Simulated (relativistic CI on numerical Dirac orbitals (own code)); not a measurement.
# Pt⁶⁺: resonant inelastic scattering at the O2,3 edge

Computed with this model: Dirac-Coulomb-Breit CI, KLI orbitals optimised for each configuration, model QED (radiative potential, 1s self-energy scaled to tabulated hydrogen-like ionisation energies), valence Slater integrals scaled by 0.8, Kramers-Heisenberg scattering through one core-hole configuration in a parametric crystal field; configurations [Xe] 4f14 5d4 → [Kr] 4d10 4f14 5s2 5p5 5d5; 80 K; core-hole width 1 eV; summed over polarisations. Incident energies are the highest absorption maxima for each field (at most a few, so the weaker spin-orbit partner edge can be absent), on the computed scale of the free ion. Intensities are in per cent of the strongest line above 0.02 eV; levels within 1 cm⁻¹ are merged; final levels count from the ground level, the first row holds all elastic scattering, lines under 0.4 are left out and each table stops after 24 rows. The scale of the Slater integrals is a model choice and moves the terms in proportion.

Field parameters in Wybourne normalisation: D4h B²₀ = −7Ds, B⁴₀ = 21(Dq − Dt), B⁴₄ = 21√(5/14) Dq. The field is a parameter set, without covalency, and values of 10Dq over about 45,000 cm⁻¹ lie beyond real compounds.

S is read from ⟨S²⟩ = S(S + 1).

D4h, 10Dq = 45050, Ds = 2350, Dt = 730 cm⁻¹:

| Final level (eV) | Degeneracy | Irrep | S | 58.7 eV | 59.7 eV | 60.7 eV |
| --- | --- | --- | --- | --- | --- | --- |
| 0.000 | 1 | A1 | 1.05 | 528.1 | 680.9 | 855.1 |
| 0.756 | 1 | A2 | 1.15 | 37.2 | 58.9 | 100.0 |
| 0.956 | 2 | E | 1.09 | 65.4 | 29.7 | 48.8 |
| 1.438 | 1 | B1 | 1.02 | 18.2 | 16.0 | 38.1 |
| 1.442 | 1 | B2 | 0.91 | 3.0 | 1.5 | 1.5 |
| 1.543 | 2 | E | 0.85 | 8.3 | 4.6 | 7.3 |
| 1.556 | 1 | A1 | 0.89 | 6.2 | 11.0 | 11.9 |
| 2.761 | 1 | A1 | 0.69 | 8.9 | 4.5 | 10.2 |
| 2.860 | 2 | E | 0.72 | 15.3 | 18.7 | 12.5 |
| 3.129 | 1 | B2 | 0.42 | 0.8 | 2.0 | 1.3 |
| 3.136 | 1 | B1 | 1.18 | 5.5 | 2.3 | 2.0 |
| 3.337 | 2 | E | 1.80 | 17.8 | 45.6 | 35.1 |
| 3.377 | 1 | B1 | 1.40 | 4.3 | 12.6 | 12.5 |
| 3.395 | 1 | A2 | 1.84 | 1.1 | 3.0 | 4.8 |
| 3.430 | 1 | A1 | 1.77 | 20.4 | 42.3 | 42.6 |
| 4.613 | 1 | A1 | 0.58 | 10.2 | 21.2 | 27.8 |
| 4.806 | 2 | E | 1.82 | 10.0 | 9.9 | 11.9 |
| 4.824 | 1 | A1 | 1.82 | 12.3 | 9.9 | 17.7 |
| 4.825 | 1 | B2 | 1.91 | 17.7 | 27.0 | 52.1 |
| 4.833 | 1 | B1 | 1.91 | 2.8 | 10.6 | 30.7 |
| 5.104 | 2 | E | 1.00 | 15.4 | 23.1 | 32.7 |
| 5.444 | 1 | B2 | 0.96 | 0.8 | 0.3 | 1.6 |
| 5.582 | 1 | A2 | 1.08 | 5.3 | 4.6 | 4.5 |
| 5.614 | 2 | E | 1.08 | 11.0 | 11.9 | 5.9 |

D4h, 10Dq = 66300, Ds = 1860, Dt = -40 cm⁻¹:

| Final level (eV) | Degeneracy | Irrep | S | 60.3 eV | 63.1 eV | 79.3 eV |
| --- | --- | --- | --- | --- | --- | --- |
| 0.000 | 1 | A1 | 0.96 | 106.1 | 205.3 | 151.7 |
| 0.651 | 1 | A2 | 1.03 | 8.4 | 20.9 | 1.3 |
| 0.841 | 2 | E | 1.00 | 25.0 | 31.9 | 2.5 |
| 1.265 | 1 | B2 | 0.93 | 0.9 | 1.3 | 4.5 |
| 1.283 | 1 | B1 | 0.96 | 3.0 | 56.7 | 10.0 |
| 1.542 | 1 | A1 | 0.73 | 2.6 | 7.4 | 10.3 |
| 1.569 | 2 | E | 0.80 | 4.4 | 8.3 | 3.1 |
| 2.528 | 1 | A1 | 0.57 | 0.3 | 7.8 | 7.7 |
| 2.771 | 2 | E | 0.49 | 1.2 | 3.3 | 7.0 |
| 3.249 | 1 | B2 | 0.23 | 0.1 | 0.5 | 2.6 |
| 3.328 | 1 | B1 | 0.19 | 0.4 | 0.8 | 8.8 |
| 4.962 | 1 | A1 | 0.22 | 0.5 | 5.6 | 29.4 |
| 6.510 | 1 | B1 | 1.94 | 1.0 | 4.9 | 0.2 |
| 6.518 | 2 | E | 1.94 | 4.6 | 5.8 | 9.3 |
| 6.548 | 1 | A2 | 1.94 | 1.3 | 1.2 | 4.3 |
| 6.552 | 1 | A1 | 1.94 | 2.7 | 6.5 | 29.9 |
| 7.382 | 2 | E | 1.90 | 3.5 | 2.6 | 7.9 |
| 7.383 | 1 | B2 | 1.94 | 3.2 | 1.2 | 8.9 |
| 7.385 | 1 | B1 | 1.94 | 1.0 | 3.6 | 2.8 |
| 7.386 | 1 | A1 | 1.89 | 2.3 | 7.1 | 36.3 |

For the first field the strongest loss at the lowest incident energy is the level at 0.96 eV (S = 1.09, against 1.05 in the thermal ground state). Levels of other spin, the first over 8 % at 3.34 eV, appear because spin-orbit coupling of the core hole, and in heavier ions of the valence shell too, mixes spins.
